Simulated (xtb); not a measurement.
xtb job for pent-1-ene (C5H10), SMILES C=CCCC, GFN2-xTB. 

```
$ xtb mol.xyz --gfn 2 --sp --chrg 0 --uhf 0 --json
$ cat mol.xyz
15

C     -2.30699646    -0.18534733    -0.17156146
C     -1.08147339     0.19978890    -0.47284890
C     -0.08177451     0.68668810     0.52707116
C      1.10424214    -0.27489959     0.68517690
C      1.97516003    -0.35891691    -0.56249156
H     -2.67444871    -0.16113481     0.84185268
H     -2.99841125    -0.53664794    -0.91882917
H     -0.74215673     0.16833992    -1.49972599
H     -0.57032101     0.80751541     1.49623125
H      0.29766089     1.66305397     0.21185417
H      0.72515828    -1.26883583     0.93377332
H      1.71604957     0.06707610     1.52347359
H      2.32418812     0.63062893    -0.85157929
H      1.42354103    -0.78765342    -1.39502450
H      2.84379312    -0.98622151    -0.37410273
```

Log of the run:

```
[banner left out]
          |                Calculation Setup                |
           -------------------------------------------------



           -------------------------------------------------
          |                 G F N 2 - x T B                 |
           -------------------------------------------------

        Reference                      10.1021/acs.jctc.8b01176
      * Hamiltonian:
        H0-scaling (s, p, d)           1.850000    2.230000    2.230000
        zeta-weighting                 0.500000
      * Dispersion:
        s8                             2.700000
        a1                             0.520000
        a2                             5.000000
        s9                             5.000000
      * Repulsion:
        kExp                           1.500000    1.000000
        rExp                           1.000000
      * Coulomb:
        alpha                          2.000000
        third order                    shell-resolved
        anisotropic                    true
        a3                             3.000000
        a5                             4.000000
        cn-shift                       1.200000
        cn-exp                         4.000000
        max-rad                        5.000000


          ...................................................
          :                      SETUP                      :
          :.................................................:
          :  # basis functions                  30          :
          :  # atomic orbitals                  30          :
          :  # shells                           20          :
          :  # electrons                        30          :
          :  max. iterations                   250          :
          :  Hamiltonian                  GFN2-xTB          :
          :  restarted?                      false          :
          :  GBSA solvation                  false          :
          :  PC potential                    false          :
          :  electronic temp.          300.0000000     K    :
          :  accuracy                    1.0000000          :
          :  -> integral cutoff          0.2500000E+02      :
          :  -> integral neglect         0.1000000E-07      :
          :  -> SCF convergence          0.1000000E-05 Eh   :
          :  -> wf. convergence          0.1000000E-03 e    :
          :  Broyden damping             0.4000000          :
          :  net charge                          0          :
          :  unpaired electrons                  0          :
          ...................................................

 iter      E             dE          RMSdq      gap      omega  full diag
   1    -16.0011161 -0.160011E+02  0.340E+00    5.50       0.0  T
   2    -16.0359428 -0.348267E-01  0.198E+00    5.45       1.0  T
   3    -16.0337048  0.223799E-02  0.102E+00    5.45       1.0  T
   4    -16.0361019 -0.239711E-02  0.546E-01    5.40       1.0  T
   5    -16.0385477 -0.244572E-02  0.632E-02    5.41       1.0  T
   6    -16.0385520 -0.433314E-05  0.337E-02    5.40       1.0  T
   7    -16.0385526 -0.579638E-06  0.595E-03    5.40       4.3  T
   8    -16.0385527 -0.911544E-07  0.118E-03    5.40      21.8  T
   9    -16.0385527 -0.121476E-08  0.388E-04    5.40      66.5  T
  10    -16.0385527 -0.259188E-09  0.113E-04    5.40     229.2  T

   *** convergence criteria satisfied after 10 iterations ***

         #    Occupation            Energy/Eh            Energy/eV
      -------------------------------------------------------------
         1        2.0000           -0.6229878             -16.9524
       ...           ...                  ...                  ...
         9        2.0000           -0.4811922             -13.0939
        10        2.0000           -0.4589103             -12.4876
        11        2.0000           -0.4481463             -12.1947
        12        2.0000           -0.4390487             -11.9471
        13        2.0000           -0.4290170             -11.6741
        14        2.0000           -0.4166680             -11.3381
        15        2.0000           -0.3963417             -10.7850 (HOMO)
        16                         -0.1977135              -5.3801 (LUMO)
        17                          0.1034472               2.8149
        18                          0.1089906               2.9658
        19                          0.1311858               3.5697
        20                          0.1373610               3.7378
       ...                                ...                  ...
        30                          0.6280319              17.0896
      -------------------------------------------------------------
                  HL-Gap            0.1986283 Eh            5.4049 eV
             Fermi-level           -0.2970276 Eh           -8.0825 eV

 SCC (total)                   0 d,  0 h,  0 min,  0.007 sec
 SCC setup                      ...        0 min,  0.000 sec (  1.576%)
 Dispersion                     ...        0 min,  0.000 sec (  2.116%)
 classical contributions        ...        0 min,  0.000 sec (  0.438%)
 integral evaluation            ...        0 min,  0.001 sec ( 14.153%)
 iterations                     ...        0 min,  0.003 sec ( 44.227%)
 molecular gradient             ...        0 min,  0.002 sec ( 35.765%)
 printout                       ...        0 min,  0.000 sec (  1.562%)

         :::::::::::::::::::::::::::::::::::::::::::::::::::::
         ::                     SUMMARY                     ::
         :::::::::::::::::::::::::::::::::::::::::::::::::::::
         :: total energy             -15.769638101326 Eh    ::
         :: gradient norm              0.000320674820 Eh/a0 ::
         :: HOMO-LUMO gap              5.404949893170 eV    ::
         ::.................................................::
         :: SCC energy               -16.038541637938 Eh    ::
         :: -> isotropic ES            0.002945778724 Eh    ::
         :: -> anisotropic ES          0.004790495502 Eh    ::
         :: -> anisotropic XC          0.012198925658 Eh    ::
         :: -> dispersion             -0.007707066036 Eh    ::
         :: repulsion energy           0.268903536613 Eh    ::
         :: add. restraining           0.000000000000 Eh    ::
         :: total charge              -0.000000000000 e     ::
         :::::::::::::::::::::::::::::::::::::::::::::::::::::

           -------------------------------------------------
          |                Property Printout                |
           -------------------------------------------------

    * Orbital Energies and Occupations

         #    Occupation            Energy/Eh            Energy/eV
      -------------------------------------------------------------
         1        2.0000           -0.6229878             -16.9524
       ...           ...                  ...                  ...
         3        2.0000           -0.5862682             -15.9532
         4        2.0000           -0.5610743             -15.2676
         5        2.0000           -0.5384351             -14.6516
         6        2.0000           -0.5138950             -13.9838
         7        2.0000           -0.5022531             -13.6670
         8        2.0000           -0.4852089             -13.2032
         9        2.0000           -0.4811922             -13.0939
        10        2.0000           -0.4589103             -12.4876
        11        2.0000           -0.4481463             -12.1947
        12        2.0000           -0.4390487             -11.9471
        13        2.0000           -0.4290170             -11.6741
        14        2.0000           -0.4166680             -11.3381
        15        2.0000           -0.3963417             -10.7850 (HOMO)
        16                         -0.1977135              -5.3801 (LUMO)
        17                          0.1034472               2.8149
        18                          0.1089906               2.9658
        19                          0.1311858               3.5697
        20                          0.1373610               3.7378
        21                          0.1526588               4.1541
        22                          0.1670327               4.5452
        23                          0.1974286               5.3723
        24                          0.2078316               5.6554
        25                          0.2162671               5.8849
        26                          0.2580973               7.0232
       ...                                ...                  ...
        30                          0.6280319              17.0896
      -------------------------------------------------------------
                  HL-Gap            0.1986283 Eh            5.4049 eV
             Fermi-level           -0.2970276 Eh           -8.0825 eV

     #   Z          covCN         q      C6AA      α(0)
     1   6 C        2.837    -0.095    30.387     9.034
     2   6 C        2.886    -0.026    28.656     8.776
     3   6 C        3.806    -0.059    21.627     6.620
     4   6 C        3.801    -0.049    21.445     6.593
     5   6 C        3.751    -0.101    22.490     6.763
     6   1 H        0.926     0.033     2.541     2.493
     7   1 H        0.926     0.031     2.566     2.505
     8   1 H        0.925     0.032     2.560     2.502
     9   1 H        0.924     0.034     2.525     2.485
    10   1 H        0.924     0.038     2.477     2.461
    11   1 H        0.924     0.031     2.576     2.510
    12   1 H        0.924     0.029     2.599     2.521
    13   1 H        0.925     0.034     2.532     2.488
    14   1 H        0.925     0.036     2.501     2.473
    15   1 H        0.925     0.031     2.570     2.507

 Mol. C6AA /au·bohr⁶  :       1663.065219
 Mol. C8AA /au·bohr⁸  :      35730.900449
 Mol. α(0) /au        :         62.731699


Wiberg/Mayer (AO) data.
largest (>0.10) Wiberg bond orders for each atom

 ---------------------------------------------------------------------------
     #   Z sym  total        # sym  WBO       # sym  WBO       # sym  WBO
 ---------------------------------------------------------------------------
     1   6 C    3.992 --     2 C    1.980     7 H    0.978     6 H    0.976
     2   6 C    3.991 --     1 C    1.980     3 C    1.027     8 H    0.966
     3   6 C    3.998 --     2 C    1.027     4 C    0.989     9 H    0.976
                            10 H    0.964
     4   6 C    3.998 --     5 C    1.021     3 C    0.989    11 H    0.979
                            12 H    0.978
     5   6 C    3.997 --     4 C    1.021    13 H    0.988    15 H    0.987
                            14 H    0.987
     6   1 H    0.999 --     1 C    0.976
     7   1 H    0.999 --     1 C    0.978
     8   1 H    0.999 --     2 C    0.966
     9   1 H    0.999 --     3 C    0.976
    10   1 H    0.999 --     3 C    0.964
    11   1 H    0.999 --     4 C    0.979
    12   1 H    0.999 --     4 C    0.978
    13   1 H    0.999 --     5 C    0.988
    14   1 H    0.999 --     5 C    0.987
    15   1 H    0.999 --     5 C    0.987
 ---------------------------------------------------------------------------

Topologies differ in total number of bonds
Writing topology from bond orders to xtbtopo.mol

molecular dipole:
                 x           y           z       tot (Debye)
 q only:        0.144       0.039       0.027
   full:        0.154       0.039       0.027       0.409
molecular quadrupole (traceless):
                xx          xy          yy          xz          yz          zz
 q only:       -0.318       0.081      -0.133      -0.149       0.130       0.451
  q+dip:       -0.094       1.258      -0.985      -0.280       0.259       1.080
   full:       -0.360       0.569      -0.404      -0.167       0.179       0.764
Note: The following floating-point exceptions are signalling: IEEE_UNDERFLOW_FLAG IEEE_DENORMAL
normal termination of xtb


           -------------------------------------------------
          | TOTAL ENERGY              -15.769638101326 Eh   |
          | GRADIENT NORM               0.000320674820 Eh/α |
          | HOMO-LUMO GAP               5.404949893170 eV   |
           -------------------------------------------------

------------------------------------------------------------------------
------------------------------------------------------------------------
 total:
 SCF:
```

The calculation finished and met its thresholds.

Cost: about 0.03 core-seconds (a rough figure).
